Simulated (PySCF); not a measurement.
C4H5BFN, SMILES C/N=C/B(C#C)F.

Geometry optimised at B3LYP-D3(BJ)/def2-SVP. The structure was generated by enumeration; whether it is a known compound was not checked. One conformer was computed; it need not be the lowest.

Vertical ionisation energy (IE) and electron affinity (EA) in eV. Rows of orbital energies are one-electron estimates. Where ΔSCF, EOM or ADC give a negative EA the extra electron is unbound and the value depends on the basis.

| level | IE | EA |
|---|---|---|
| −ε(HOMO), −ε(LUMO), ωB97X/def2-TZVP (PySCF) | [?] | [?] |
| −ε(HOMO), −ε(LUMO), PBE/def2-TZVP (PySCF) | 5.95 | 3.34 |

**Question.** What belongs in the gaps? (Estimate from the structure and the level; the computed values follow.)

**Answer.** 
- −ε(HOMO), −ε(LUMO), ωB97X/def2-TZVP (PySCF), IE: 9.93
- −ε(HOMO), −ε(LUMO), ωB97X/def2-TZVP (PySCF), EA: 0.27
